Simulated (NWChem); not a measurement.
System: CH₃FTe; SMILES F[Te]C

Computed with NWChem. The geometry was optimised at PBE0/def2-SVP. Not confirmed as a minimum by frequencies. def2 effective core potentials on Te; no spin-orbit coupling. Ions are spin-unrestricted doublets at the neutral geometry; other ion states weren't tried.

For level PBE0/def2-SVP:

* **vertical ionisation energy, ΔSCF (eV)**: 8.44
* **−ε(HOMO) (eV)**: 6.05

Q: How do the values read with level PBE/def2-SVP instead?

A: The vertical ionisation energy, ΔSCF (eV) is 8.22 and the −ε(HOMO) (eV) comes out as 4.82.
